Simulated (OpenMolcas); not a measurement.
Fe4+, Ru4+, Os4+: d4 down the group

| Property | Result |
| --- | --- |
| Program | OpenMolcas |
| Method | MS-CASPT2, IPEA 0.25 Eh, imaginary shift 0.1 Eh |
| Basis | ANO-RCC-VQZP |
| Scalar Hamiltonian | DKH2, point nucleus |
| Spin-orbit coupling | state interaction with AMFI integrals over the reference wave functions, term energies averaged over their components |

Active space for each ion: 4 electrons in 5 orbitals (d); closed shells correlated by CASPT2: Fe4+ 3s 3p; Ru4+ 4s 4p; Os4+ 5s 5p.

Computed levels in cm-1 above 5D0:

| Level | Fe4+ | Ru4+ | Os4+ |
| --- | --- | --- | --- |
| 5D1 | 147 | 482 | 4340 |
| 5D2 | 432 | 1286 | 8150 |
| 5D3 | 838 | 2290 | 11110 |
| 5D4 | 1351 | 3420 | 13080 |
| 3P0(1) | 24290 | 16510 | 18810 |
| 3H4 | 25140 | 17800 | 20900 |
| 3P1(1) | 25180 | 18900 | 25320 |
| 3H5 | 25460 | 18950 | 25940 |
| 3H6 | 25820 | 19890 | 28230 |
| weight of 5D in the lowest level (%) | 100 | 97 | 64 |

Mixed levels, with the weight of the term that names them: Os4+ 5D0 (64 %), Os4+ 5D4 (69 %), Os4+ 3P0(1) (52 %), Os4+ 3H4 (57 %), Os4+ 3H6 (75 %).

Measured, with the error of the calculation in %. Measured levels: Fe4+ from Corliss and Sugar, J. Phys. Chem. Ref. Data 11, 135 (1982); Os4+ from the list in Palmeri et al., Atoms 14, 22 (2026).

```tsv
Level	Fe4+	Os4+
5D1	142 (+3.6)	4311 (+0.7)
5D2	417 (+3.5)	8083 (+0.9)
5D3	803 (+4.4)	11018 (+0.8)
5D4	1283 (+5.3)	12966 (+0.9)
3P0(1)	24055 (+1.0)	
3H4	24932 (+0.8)	20374 (+2.6)
3P1(1)	24973 (+0.8)	24680 (+2.6)
3H5	25226 (+0.9)	25344 (+2.4)
3H6	25528 (+1.1)	27669 (+2.0)
```

The fine-structure level 5D4 changes by a factor of 9.68 from Fe4+ to Os4+.

Without spin-orbit coupling 3P(1) lies 25070, 18110, 15970 cm-1 above 5D in that order; the difference to the level 3P0(1), of either sign, comes from spin-orbit coupling, which also lowers the zero.

Term energies are means over components that CASPT2 splits; among the terms shown or strongly mixed into the levels shown the widest spread is 910 cm-1 (5d4 1I, Os4+). The CASPT2 spread within a term exceeds the gap to the next term for 5d4 3H and 5d4 3P(1), 5d4 1I and 5d4 3D, so the order of their levels is uncertain (holds for Os4+). Measured partners are found by configuration, term and J. A level has none where our copy of the source lacks it or the pairing is in doubt (some pairs that miss far off the trend of their configuration count as doubtful), and it then counts in no deviation. Levels of configurations outside the active space are missing.

A number in round brackets counts repeated terms of one configuration in the order of the reference energies.
